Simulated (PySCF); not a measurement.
**How methods differ on the ionisation energy of P⁺**

P⁺ [Ne] 3s2 3p2 (3P) → P²⁺ [Ne] 3s2 3p1 (2P), as a difference of total energies. All numbers are calculated (PySCF 2.14, the non-relativistic Hamiltonian (point nucleus), in aug-cc-pV(T+d)Z (6s5p4d2f, 55 functions)). Correlated levels: valence: [Ne] frozen. The calculations carry no spin-orbit coupling.

Task: Order these methods by the ionisation energy they give, lowest first.
A. MP2 (valence)
B. PBE
C. UHF
D. SCS-MP2 (valence)

Result: C (19.163 eV), D (19.525 eV), A (19.615 eV), B (19.783 eV).

A first-order spin-orbit estimate (lowest level to lowest level, LS coupling) adds -0.007 eV.

Errors of the correlated levels include the incompleteness of this basis and the frozen core.

For comparison: 19.769 eV (semi-empirical (NIST evaluation); NIST Atomic Spectra Database, ionization energies).
